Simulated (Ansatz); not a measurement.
`[AlH]1[SiH2][GaH][S]1`. The species carries charge 0 and has multiplicity 1. Geometry: relaxed with PBE0-D4/def2-TZVP.

```xyz
8

Al    0.304    0.921   -1.346
Si    0.179   -1.230   -0.202
Ga   -0.457    0.326    1.530
S    -0.396    2.202    0.290
H     0.723    1.503   -2.759
H     1.405   -2.040    0.045
H    -0.922   -2.155   -0.599
H    -0.836    0.471    3.041
```

Q: What is the dipole moment at r2SCAN/def2-TZVPP? (An estimate is asked.)

A: The calculation gave: 1.41 D, with components (0.25, -1.39, -0.08) D in this frame, pointing from negative to positive charge.

Q: And with PBE, B3LYP, ωB97M-V? (Best estimate.)

A: Computed: PBE 1.29 D, B3LYP 1.48 D, ωB97M-V 1.53 D.

Q: Give the Mulliken charges with r2SCAN, PBE, ωB97M-V in def2-TZVPP. (Estimate.)

A: Computed: 
```tsv
atom	r2SCAN	PBE	ωB97M-V
Al1	0.44	0.33	0.33
Si2	-0.09	-0.09	-0.13
Ga3	0.28	0.23	0.20
S4	-0.35	-0.28	-0.31
H5	-0.14	-0.10	-0.09
H6	-0.06	-0.04	-0.01
H7	-0.06	-0.04	-0.01
H8	-0.03	-0.02	0.01
```

B3LYP here is the variant with VWN-RPA as its local correlation; programs differ in this.
